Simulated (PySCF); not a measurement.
Ga(H)2(OSiMe3), SMILES C[Si](C)(C)[O][GaH2], GFN2-xTB optimised geometry.

```
17

Ga     1.15    -1.98     0.00
H      2.70    -1.98     0.00
H      0.26    -3.25     0.00
O      0.35    -0.46     0.00
Si    -0.42     1.01     0.02
C      0.73     2.27    -0.84
C     -2.07     0.81    -0.91
C     -0.70     1.47     1.85
H      0.27     3.25    -0.87
H      0.94     1.97    -1.86
H      1.68     2.36    -0.33
H     -1.90     0.49    -1.93
H     -2.62     1.74    -0.93
H     -2.70     0.06    -0.43
H      0.24     1.54     2.39
H     -1.31     0.72     2.36
H     -1.20     2.42     1.95
```

Density from PySCF with PBE0/def2-SVP at that geometry.

Minimum of the electron density along straight lines between bonded atoms, close to the bond critical point (lines longer than 1.1 times the sum of covalent radii, or with two minima, are not listed):

```tsv
bond	length / Å	ρ at the minimum / e bohr⁻³	∇²ρ there / e bohr⁻⁵	position (fraction from the first atom)
Ga1–H2	1.549	0.119	0.14	0.60
Ga1–H3	1.549	0.119	0.14	0.60
Ga1–O4	1.720	0.141	(withheld)	0.48
O4–Si5	1.655	0.117	(withheld)	0.59
Si5–C6	1.907	0.111	0.30	0.38
Si5–C7	1.907	0.111	0.30	0.38
Si5–C8	1.907	0.111	0.30	0.38
C6–H9	1.085	0.271	-0.96	0.62
C6–H10	1.087	0.271	-0.96	0.62
C6–H11	1.086	0.271	-0.96	0.62
C7–H12	1.087	0.271	-0.96	0.62
C7–H13	1.085	0.271	-0.96	0.62
C7–H14	1.086	0.271	-0.96	0.62
C8–H15	1.087	0.271	-0.96	0.62
C8–H16	1.087	0.271	-0.96	0.62
C8–H17	1.085	0.271	-0.96	0.62
```

Problem. Complete the blanks.

Solution. 
- Ga1–O4, ∇²ρ there / e bohr⁻⁵: 1.04
- O4–Si5, ∇²ρ there / e bohr⁻⁵: 0.95
